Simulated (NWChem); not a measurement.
Species: LiCl; SMILES [Li][Cl]

```xyz
2

Li     0.0000     0.0000    -1.6867
Cl     0.0000     0.0000     0.3170
```
Atoms are numbered in this order, from 1.

Program: NWChem. Pople sets run with spherical d functions. Geometry: optimised at PBE0/def2-SVP. B3LYP is NWChem's, with the RPA form of VWN correlation. Static field.

Q: Taking B3LYP/aug-cc-pVTZ as the yardstick, which of these has the fewest basis functions while keeping “isotropic polarisability (bohr³)” within 10 % of it: B3LYP/6-31+G*; B3LYP/def2-TZVPD; B3LYP/Sadlej pVTZ; B3LYP/def2-SVPD; B3LYP/def2-SVP; B3LYP/aug-cc-pVDZ; B3LYP/6-31G*; B3LYP/def2-TZVP?

A: B3LYP/def2-SVPD (a larger set in the list lies outside the tolerance).
```
level              basis functions  isotropic polarisability (bohr³)  relative time (rough)
-----------------  ---------------  --------------------------------  ---------------------
B3LYP/def2-SVP                  27                              17.7                      1
B3LYP/6-31G*                    32                              20.1                      1
B3LYP/def2-SVPD                 39                              26.4                      1
B3LYP/6-31+G*                   40                              21.7                      2
B3LYP/aug-cc-pVDZ               50                              26.5                      8
B3LYP/def2-TZVP                 51                              21.1                      3
B3LYP/Sadlej pVTZ               56                              27.6                      5
B3LYP/def2-TZVPD                63                              27.2                      5
B3LYP/aug-cc-pVTZ               96                              27.5                     40
```

The yardstick is one finite set, not the basis-set limit.
